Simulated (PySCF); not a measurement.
Species: C5H6F4O.
Atom-mapped SMILES: `[CH2:1]=[CH:2][C@:3]([F:4])([O:5][CH3:6])[C:7]([F:8])([F:9])[F:10]` (hydrogens: H11, H12 on C1; H13 on C2; H14, H15, H16 on C6)

Geometry (PBE0-D3(BJ)/def2-SVP, Å), atoms numbered from 1 in this order:
```
atom  x, y, z in Å
C1     2.412   -0.982    0.374
C2     1.252   -0.630    0.919
C3     0.136   -0.009    0.130
F4     0.566    0.343   -1.127
O5    -0.295    1.083    0.824
C6    -1.290    1.911    0.251
C7    -0.993   -1.043   -0.126
F8    -1.580   -1.365    1.025
F9    -1.928   -0.561   -0.946
F10   -0.505   -2.149   -0.675
H11    2.600   -0.833   -0.692
H12    3.208   -1.422    0.978
H13    1.035   -0.767    1.981
H14   -1.127    2.044   -0.828
H15   -2.301    1.509    0.421
H16   -1.203    2.885    0.750
```

Level: wB97X-D/def2-SVPD in PySCF, non-relativistic, on one gas-phase PBE0-D3(BJ)/def2-SVP geometry that isn't relaxed in the solvent. The solvent is an IEF-PCM continuum (van der Waals radii × 1.2), and excitations are vertical TDDFT with non-equilibrium linear response and a frozen core. Only the electrostatic response of the medium enters.

Gas-phase singlets (H = HOMO, L = LUMO):

```
state  E (eV)  λ (nm)      f  leading configuration
   S1   7.568     164  0.036              H-1→L 76%
   S2   7.658     162  0.407                H→L 86%
   S3   8.284     150  0.036              H→L+1 30%
   S4   8.335     149  0.029              H-2→L 28%
   S5   8.815     141  0.000              H-2→L 40%
```

Q: Give the list for chloroform (ε = 4.711), n² = 2.09.

A: 
| state | E (eV) | λ (nm) | f | leading configuration | change by rank (eV) |
| --- | --- | --- | --- | --- | --- |
| S1 | 7.469 | 166 | 0.512 | H→L 94% | -0.099 |
| S2 | 7.608 | 163 | 0.019 | H-1→L 79% | -0.050 |
| S3 | 8.278 | 150 | 0.019 | H-3→L 32% | -0.006 |
| S4 | 8.343 | 149 | 0.073 | H→L+1 46% | +0.008 |
| S5 | 8.816 | 141 | 0.000 | H-2→L 45% | +0.001 |

Q: The ground-state energy changes by -0.111 eV from gas to chloroform. By how much does the total energy of gas-phase S2 change?

A: E(S2) = E(S0) + excitation energy, so it changes by -0.111 − 0.189 = -0.300 eV: it is lowered more than the ground state, which is what a red shift means. This is the vertical state, with the slow part of the continuum still set for S0.

Q: How do the frontier levels move from gas to chloroform?

A: 
| orbital | gas (eV) | solvent (eV) | change (eV) | Löwdin shares, gas | Löwdin shares, solvent |
| --- | --- | --- | --- | --- | --- |
| LUMO+2 | 2.78 | 2.94 | +0.16 | C1 24 %, H12 13 %, C6 13 %, H11 7 % | C1 22 %, C6 13 %, H12 10 %, H11 8 % |
| LUMO+1 | 2.32 | 2.39 | +0.07 | C6 18 %, C1 11 %, C2 7 %, C7 7 % | C6 14 %, C1 12 %, C7 9 %, F4 8 % |
| LUMO | 1.28 | 1.36 | +0.08 | C1 36 %, C2 32 %, H12 6 %, H11 6 % | C1 36 %, C2 31 %, H12 6 %, H11 6 % |
| HOMO | -10.29 | -10.22 | +0.07 | C2 40 %, C1 39 %, C3 5 % | C2 40 %, C1 38 %, C3 5 % |
| HOMO-1 | -10.70 | -10.65 | +0.05 | O5 51 %, C6 13 %, H15 8 %, C3 6 % | O5 50 %, C6 14 %, H15 8 %, C3 6 % |
| HOMO-2 | -11.73 | -11.68 | +0.05 | O5 40 %, C6 14 %, F4 11 %, H14 8 % | O5 38 %, C6 16 %, F4 10 %, H14 9 % |
| HOMO-3 | -12.56 | -12.44 | +0.12 | C2 16 %, C1 14 %, C3 10 %, F4 10 % | C2 16 %, C1 16 %, C6 10 %, C3 10 % |

The HOMO–LUMO gap goes from 11.57 to 11.58 eV.

Cost: about 2.3 min of CPU time on one thread; the machine was shared, so the figure is rough. This is the whole response run at wB97X-D/def2-SVPD in chloroform, SCF included.

Note: wB97X-D ran without an empirical dispersion term, which enters the total energy and its gradient alone.
